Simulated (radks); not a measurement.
Values are calculated unless marked as measured or tabulated.
The table gives one normalised radial function P(r) = r R(r) (large component) of Cu+ in [Ar] 3d9 4s1 (r in bohr). Code: a radial shooting solver on a logarithmic mesh with Libxc functionals. Model: Dirac Kohn-Sham, BLYP, spin-unpolarised, spherical densities, finite nucleus; open shells are shared between the two j in proportion to 2j + 1; Fermi nuclear charge, rms radius 3.8823 fm.

r           P
0.002271   0.0022
0.002581   0.0028
0.002957   0.0035
0.003388   0.0043
0.003882   0.0054
0.004447   0.0069
0.005054   0.0085
0.005791   0.0108
0.006634   0.0136
0.007601   0.0173
0.008708   0.0219
0.009897   0.0273
0.01134    0.0345
0.01299    0.0435
0.01488    0.0548
0.01692    0.0680
0.01938    0.0851
0.0222     0.1061
0.02544    0.1317
0.02914    0.1624
0.03312    0.1965
0.03795    0.2387
0.04348    0.2871
0.04981    0.3415
0.05707    0.4007
0.06486    0.4592
0.07431    0.5214
0.08514    0.5792
0.09754    0.6268
0.1117     0.6566
0.127      0.6610
0.1455     0.6318
0.1667     0.5596
0.191      0.4386
0.2188     0.2668
0.2487     0.0620
0.2849    -0.1910
0.3264    -0.4627
0.374     -0.7291
0.4285    -0.9633
0.487     -1.1310
0.5579    -1.2340
0.6392    -1.2506
0.7323    -1.1849
0.839     -1.0532
0.9536    -0.8902
1.093     -0.7001
1.252     -0.5156
1.434     -0.3542
1.63      -0.2321
1.867     -0.1368
2.139     -0.0735
2.451     -0.0356
2.808     -0.0153
3.192     -0.0061
3.656     -0.0020
4.189     -0.0005
4.799     -0.0001
5.499     0.0000
6.249     0.0000
7.16      0.0000
8.203     0.0000

Which n and l does it have? It may be an empty orbital.

Answer. n = 3, l = 1: the number of nodes gives n - l - 1 = 1, the rise at small r points to l (for j = l - 1/2 the large component starts outside the nucleus as r^gamma with gamma = sqrt(l^2 - (Z/c)^2) = 0.98 and the r^(l+1) term takes over further out; the orbital of l - 1 with the same j starts with the same power, but with a larger coefficient, and does not steepen), and the extent must fit the shell. The curve is that of 3p1/2; the two j differ most near the nucleus, where j = l - 1/2 has the larger amplitude, and in heavy atoms j = l - 1/2 is also the more compact. 3p1/2: eigenvalue -88.316 eV, 1 radial node at r = 0.258 bohr, <r> = 0.738 bohr, 90 % of the charge inside 1.14 bohr.
